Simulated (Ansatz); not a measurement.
A single point on C₃H₉Cl₃GeO₃Si, SMILES `C[O][Ge]([O]C)([O]C)[Si](Cl)(Cl)Cl`.

```yaml
crystal:
  periodic: [false, false, false]
  atoms:
    - {symbol: C, position_ang: [-0.993862, -1.425095, -2.208161]}
    - {symbol: O, position_ang: [0.104335, -0.628413, -1.810105]}
    - {symbol: Ge, position_ang: [0.290320, -0.177269, -0.121829]}
    - {symbol: O, position_ang: [1.741209, 0.806058, 0.006042]}
    - {symbol: C, position_ang: [1.795608, 2.065681, -0.634002]}
    - {symbol: O, position_ang: [0.568773, -1.652378, 0.791978]}
    - {symbol: C, position_ang: [0.748622, -1.587831, 2.192898]}
    - {symbol: Si, position_ang: [-1.642554, 1.003459, 0.687863]}
    - {symbol: Cl, position_ang: [-2.407879, 2.198201, -0.778700]}
    - {symbol: Cl, position_ang: [-1.141111, 2.171125, 2.284531]}
    - {symbol: Cl, position_ang: [-3.085038, -0.316120, 1.272732]}
    - {symbol: H, position_ang: [-1.954046, -0.932709, -2.009186]}
    - {symbol: H, position_ang: [-0.989319, -2.399792, -1.710083]}
    - {symbol: H, position_ang: [-0.912485, -1.583025, -3.284960]}
    - {symbol: H, position_ang: [2.776598, 2.497233, -0.427916]}
    - {symbol: H, position_ang: [1.673806, 1.975287, -1.718048]}
    - {symbol: H, position_ang: [1.033890, 2.756108, -0.250459]}
    - {symbol: H, position_ang: [0.907215, -2.606313, 2.551522]}
    - {symbol: H, position_ang: [-0.133776, -1.181949, 2.703431]}
    - {symbol: H, position_ang: [1.619683, -0.982247, 2.462452]}
basis:
  gaussian: {orbitals: def2-QZVPP}
correlation: {method: mp2}
```

```sh
$ ansatz run in.yaml --threads 4 --pin off --events-out ev --progress --plain --backend cuda
```

It prints (some lines left out):

```
Functional definition: HF
5960 factors; integrals over basis functions are off by at most 8.2e-4 eV
mean field evaluation 1: about -111197.6091 eV, gradient 6.0e1 eV
mean field evaluation 2: about -111197.9939 eV, gradient 6.1e1 eV
mean field evaluation 4: about -111205.8996 eV, gradient 6.6e0 eV
mean field evaluation 8: about -111206.0411 eV, gradient 6.5e-1 eV
mean field -111206.04219900 eV, -4086.7466726505 hartree, gradient 1.9e-6 eV, S^2 0.000000; 0 other end points of the search recorded, 0 dependent functions left out
35 core orbitals not correlated: weight in the atoms' cores, before any rotation towards them, 1.000 or more for the frozen orbitals, at most 0.000 for the correlated occupied ones
reference -111206.04219900 eV, -4086.7466726505 hartree; 39, 39 occupied and 907, 907 virtual orbitals, 5960 factors
second order -70.25639782 eV of doubles, -0.00000000 eV of singles
Total energy: -111276.29859682 eV, -4089.3285476489 hartree
```

It took 19 s on 4 threads of an AMD EPYC 7R13 on a shared host and a share of an NVIDIA H100 80 GB, with 1.7 GiB of host memory at the peak.
